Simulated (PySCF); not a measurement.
A run for PySCF: R-HF/STO-3G on C2H5FO (a complex).

```python
from pyscf import gto, scf, dft, mp
from pyscf.data.elements import chemcore

mol = gto.M(
    atom='''
    C    -0.54141864   -0.18690799   -0.15051109
    F    -0.44071388    1.03880306    0.51341912
    H    -0.57961257   -0.98034120    0.59481929
    H    -1.45219744   -0.17877317   -0.74912557
    H     0.33353868   -0.30306221   -0.79000988
    C    -0.38907432    0.41972449    3.21131316
    O    -0.47166722   -0.77692420    3.15020069
    H    -1.28265088    1.06747595    3.27483332
    H     0.58541601    0.94172355    3.21160048
    ''',
    basis='sto-3g',
    charge=0, spin=0, verbose=3, max_memory=1800)
mf = scf.RHF(mol)
mf.conv_tol = 1e-8
mf.max_cycle = 100
mf.kernel()
if not mf.converged:
    mf = mf.newton().run(mf.mo_coeff, mf.mo_occ)
```

It printed:

```
converged SCF energy = -249.522354470187
```

The run converged.

Cost: roughly 0.09 core-seconds.
